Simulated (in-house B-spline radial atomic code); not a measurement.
Values are calculated unless marked as measured or tabulated.
**Se in an electron gas of r_s = 1.65: phase shifts, screening and friction**

A nucleus sits in a uniform electron gas with a rigid positive background. The Kohn-Sham equations are solved self-consistently in the spin-unpolarised LDA (PW92), non-relativistic, on B-splines with outgoing waves at the boundary and partial waves to l = 8. The model has no lattice, no bands and no magnetic solution. Atomic units; δ_l are the phase shifts at the Fermi level, counted so that each bound state adds π, and good to about 0.0005.

The density parameter is r_s = 1.65 bohr.

```
l  δ_l (rad)
0    10.1896
1     7.6726
2     3.7663
3     0.1418
4     0.0296
5     0.0073
6     0.0019
7     0.0006
8     0.0002
```

Bound levels below the band bottom (hartree): p -50.91, s -7.01, p -5.017, d -1.477, s -0.2261 and deeper ones.

(1) Check the Friedel sum rule, and say where the screening charge sits.

(2) Find the transport cross section and the electronic stopping of a 2 keV Se ion (mass 78.97 u).

Answers

(1) k_F = (9π/4)^(1/3)/r_s = 1.16313. The rule is Z = (2/π) Σ (2l + 1) δ_l. The terms are s 6.487, p 14.654, d 11.989, f 0.632 and 0.244 beyond, in all 34.005 against Z = 34. Bound states hold 8 s, 12 p, 10 d electrons, so the scattering states carry 4.01 in all; where a term is smaller than its bound count, the bound level has drawn weight out of the band.

(2) σ_tr = (4π/k_F²) Σ (l + 1) sin²(δ_l − δ_(l+1)). The terms for l = 0 to 3 are 0.3420, 0.9586, 0.6469, 0.0501, all together 2.0003, so σ_tr = 9.289 × 2.0003 = 18.580 bohr². With n = 3/(4π r_s³) = 0.05314, the friction coefficient is Q = n k_F σ_tr = 1.1485. For v well below v_F = 1.163, dE/dx = Q v; with 24801 eV per u at v = 1, v = √(2000/(24801 × 78.97)) = 0.0320, so dE/dx = 0.03670 hartree/bohr = 18.9 eV/nm. The largest term couples the p and d waves.
